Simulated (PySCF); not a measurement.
C4H5ClSi, SMILES C#C/C=C\[SiH2]Cl. The structure is a stationary point at TPSSh-D3(BJ)/def2-SVP. The structure was generated by enumeration; whether it is a known compound was not checked. One conformer was computed; it need not be the lowest.

Computed equilibrium geometry at TPSSh-D3(BJ)/def2-SVP (PySCF confirms it by a frequency run) as a Z-matrix (one conformer of several):
```
C
C 1 1.3542
H 1 1.0959 2 118.15
H 2 1.0971 1 120.78 3 -0.01
C 2 1.4252 4 116.47 1 -179.99
C 5 1.2182 4 154.25 2 -179.98
H 6 1.0737 4 163.27 2 180.00
Si 1 1.8734 3 119.64 2 180.00
H 8 1.4835 1 111.53 3 119.14
H 8 1.4836 9 109.90 1 -124.25
Cl 8 2.0826 9 108.05 10 -117.66
```
